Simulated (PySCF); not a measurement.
Precursor series Y Cl-NH2. All species are isolated molecules in the gas phase. One relaxed conformer stands for each flexible species; it need not be the lowest.

The HOMO from two functionals at the same geometries (PBE-D3(BJ)/def2-SVP), both in PySCF: PBE-D3(BJ)/def2-TZVP and TPSSh-D3(BJ)/def2-TZVP. 

| species | PBE-D3(BJ)/def2-TZVP (eV) | TPSSh-D3(BJ)/def2-TZVP (eV) |
|---|---|---|
| 0 of 3 Cl replaced by NH2 ([Y(Cl)3]) | -7.74 | -8.39 |
| 1 of 3 Cl replaced by NH2 ([Y(Cl)2(NH2)]) | -6.33 | -6.90 |
| 2 of 3 Cl replaced by NH2 ([Y(Cl)(NH2)2]) | -5.66 | -6.22 |
| 3 of 3 Cl replaced by NH2 | -4.97 | -5.53 |

Over these rows, drawn at random from the members with no instability flagged (it was tested for open shells, ions and some series alone), PBE minus TPSSh-D3(BJ): mean +0.58 eV, from +0.55 eV to +0.65 eV.
